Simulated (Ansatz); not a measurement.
Q: Name a neutral molecule of C, F and H with HOMO–LUMO gap (PBE0/def2-TZVPP) between 7.55 and 7.85 eV and ideal-gas entropy at 298 K and 1 bar (rigid rotor, harmonic PBE0-D4/def2-TZVP) between 352 and 368 J/(mol·K) (Ansatz, PBE0-D4/def2-TZVP geometry).

A: `F/C=C(\F)C(F)(F)F` (7.77 eV, 355 J/(mol·K)). Other molecules can fit too; these were computed, each in one conformer that needn't be the lowest.
